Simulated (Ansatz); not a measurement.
C₅H₁₅Nb, SMILES [CH3][Nb]([CH3])([CH3])([CH3])[CH3], multiplicity 1.

The structure is a stationary point at B3LYP-D3(BJ)/def2-SVP. The spin state was assumed, not searched. The def2 effective core potentials stand for the cores of Nb; spin–orbit coupling is left out.

Two levels are set side by side: PBE/def2-SVPD (Ansatz, a quantum-chemistry and plane-wave program) and PBE0/def2-SVPD (Ansatz). Energy differences of separate SCF runs at the same geometry; the states with an electron removed or added have multiplicity 2 and 2. Differences are taken from unrounded values.

```json
[
 {"quantity": "vertical ionisation energy (eV)", "PBE0": "8.80"},
 {"quantity": "vertical electron affinity (eV)", "PBE0": "0.52"},
 {"quantity": "vertical singlet–triplet gap (eV)", "PBE0": "2.95"}
]
```

Question: What does PBE give, and how far is it from PBE0? (The exact figures need the calculation; the answer reports its results.)

Answer: 
| quantity | PBE | PBE minus PBE0 |
|---|---|---|
| vertical ionisation energy (eV) | 8.48 | -0.32 |
| vertical electron affinity (eV) | 0.35 | -0.16 |
| vertical singlet–triplet gap (eV) | 2.82 | -0.14 |
